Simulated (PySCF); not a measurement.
## Continuum solvent and chemical shifts

Numbering as in the mapped SMILES `[Cl:1][C:2]([Cl:3])([Cl:4])[C@@H:5]1[CH2:6][CH2:7][C@@H:8]2[O:9][C@@H:10]2[CH2:11]1`. Each H is labelled by its parent atom. Ha(C6), Ha(C7), Ha(C11) are cis to C2 on the ring; Hb(C6), Hb(C7), Hb(C11) are trans to C2 on the ring.

GIAO PBE0/pcSseg-1 in PySCF 2.14.0 with density-fitted response routines on one PBE0-D3(BJ)/def2-SVP conformer, non-relativistic, equivalent nuclei averaged. Solvents enter as an IEF-PCM continuum (chloroform with ε = 4.7, methanol with ε = 32.6) around the gas-phase geometry. Shifts are referred to TMS computed in the same medium.

In chloroform, δ in ppm: C2 129.7, C5 57.2, C8 51.4, C10 49.0, C11 29.8, C7 28.1, C6 23.6, H(C10) 2.94, H(C8) 2.92, Hb(C11) 2.29, Ha(C7) 2.15, H(C5) 1.85, Ha(C11) 1.85, Hb(C6) 1.70. Dipole moment 3.13 D.

**Question.** How does each δ change in the more polar medium?

**Answer.** 
```csv
atoms,environment,"Δδ, methanol"
C2,fully substituted sp3 carbon bonded to 3 Cl,+0.5
C5,sp3 CH in a ring,+0.1
C8,epoxide ring carbon,+0.5
C10,epoxide ring carbon,+0.4
C11,sp3 CH2 in a ring,+0.3
C7,sp3 CH2 in a ring,0.0
C6,sp3 CH2 in a ring,+0.4
H(C10),hydrogen on an epoxide ring carbon,+0.08
H(C8),hydrogen on an epoxide ring carbon,+0.08
Hb(C11),hydrogen on an sp3 CH2 in a ring,+0.06
Ha(C7),hydrogen on an sp3 CH2 in a ring,0.00
H(C5),hydrogen on an sp3 CH in a ring,+0.12
Ha(C11),hydrogen on an sp3 CH2 in a ring,-0.06
Hb(C6),hydrogen on an sp3 CH2 in a ring,+0.02
```

Changes are relative to chloroform. The dipole moment becomes 3.44 D in methanol.

**Question.** Which nuclei move most (in ppm), and what does the model miss?

**Answer.** C2 (fully substituted sp3 carbon bonded to 3 Cl, +0.5 ppm) and C8 (epoxide ring carbon, +0.5 ppm) and C10 (epoxide ring carbon, +0.4 ppm) in methanol. A continuum only polarises the solute; specific hydrogen bonds, the anisotropy of aromatic solvents and changes of geometry or conformer are outside it.
